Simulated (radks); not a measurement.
Species: the zinc ion Zn5+. Configuration: [Ar] 3d7 (the NIST ground configuration).

All-electron calculation, scalar-relativistic Kohn-Sham, BLYP, spin-polarised, spherical densities, finite nucleus; open shells are filled with parallel spins first; Fermi nuclear charge, rms radius 3.9283 fm. Program: a radial shooting solver on a logarithmic mesh with Libxc functionals.

Energy parts (eV):
part                       energy
total                  -48668.705
kinetic                 49453.062
electron-nucleus      -114925.175
Hartree                 18683.823
exchange-correlation    -1880.415

Orbitals (lengths in bohr, moments of r in powers of bohr; r(max) is where P^2 peaks; r(90%) holds 90 % of the orbital's charge):
orbital  occ.  eigenvalue (eV)     <r^2>  r(90%)   r(max)
1s up       1        -9623.679  0.003405  0.0899  0.03291
1s down     1        -9623.676  0.003405  0.0899  0.03291
2s up       1        -1256.506   0.06043   0.350   0.1893
2s down     1        -1254.156   0.06028   0.350   0.1892
2p up       3        -1102.054   0.04826   0.324   0.1521
2p down     3        -1100.281   0.04811   0.324   0.1520
3s up       1        -222.3183    0.5079   0.990   0.5825
3s down     1        -218.0328    0.5116   0.994   0.5834
3p up       3        -175.8297    0.5490    1.05   0.5835
3p down     3        -171.6204    0.5551    1.05   0.5848
3d up       5        -100.1382    0.6583    1.20   0.5372
3d down     2         -95.9685    0.6818    1.23   0.5411

The highest occupied level is 3d down at -95.968 eV. The density falls to 0.001 e/bohr^3 at r = 2.25 bohr.
